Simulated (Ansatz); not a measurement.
C4H10O2 (SMILES COCC(C)O), singlet, geometry from GFN2-xTB; B3LYP/def2-SVP (Ansatz, an electronic-structure program).

The Ansatz input:
Ansatz 0.2 input:
```yaml
crystal:
  periodic: [false, false, false]
  atoms:
    - {symbol: C, position_ang: [2.54950472, 0.54334797, -0.24605806]}
    - {symbol: O, position_ang: [1.38345909, -0.09997987, 0.19559518]}
    - {symbol: C, position_ang: [0.23988357, 0.24045846, -0.55972664]}
    - {symbol: C, position_ang: [-0.95499430, -0.50342354, 0.04806535]}
    - {symbol: C, position_ang: [-2.24478646, -0.19004403, -0.69843881]}
    - {symbol: O, position_ang: [-1.11983341, -0.13106068, 1.39642165]}
    - {symbol: H, position_ang: [2.45241018, 1.63403526, -0.17660422]}
    - {symbol: H, position_ang: [3.35582024, 0.20771282, 0.40294336]}
    - {symbol: H, position_ang: [2.78045923, 0.27681584, -1.28466438]}
    - {symbol: H, position_ang: [0.06530137, 1.32623464, -0.51216537]}
    - {symbol: H, position_ang: [0.37389487, -0.04723821, -1.61269568]}
    - {symbol: H, position_ang: [-0.74305430, -1.58420892, -0.01046806]}
    - {symbol: H, position_ang: [-2.44188471, 0.87797047, -0.66031259]}
    - {symbol: H, position_ang: [-2.17127461, -0.50778994, -1.73444189]}
    - {symbol: H, position_ang: [-3.06987896, -0.70923108, -0.22025609]}
    - {symbol: H, position_ang: [-0.24844409, -0.16800953, 1.80947925]}
basis:
  gaussian:
    orbitals: def2-SVP
hamiltonian:
  xc: b3lyp
```

It wrote (shortened):

```
Functional definition: B3LYP
1498 factors; their error is unknown
mean field evaluation 1: about -8389.4361 eV, gradient 6.4e1 eV
mean field evaluation 2: about -8385.3487 eV, gradient 7.9e1 eV
mean field evaluation 4: about -8398.6913 eV, gradient 3.3e0 eV
mean field evaluation 8: about -8398.7130 eV, gradient 5.1e-2 eV
mean field evaluation 16: about -8398.6881 eV, gradient 6.3e-5 eV
mean field -8398.68814069 eV, -308.6460963349 hartree, gradient 6.3e-5 eV, S^2 0.000000; 0 other end points of the search recorded, 0 dependent functions left out
reference -8398.68839160 eV, -308.6461055559 hartree; 25, 25 occupied and 109, 109 virtual orbitals, 1498 factors
Total energy: -8398.68839160 eV, -308.6461055559 hartree
```
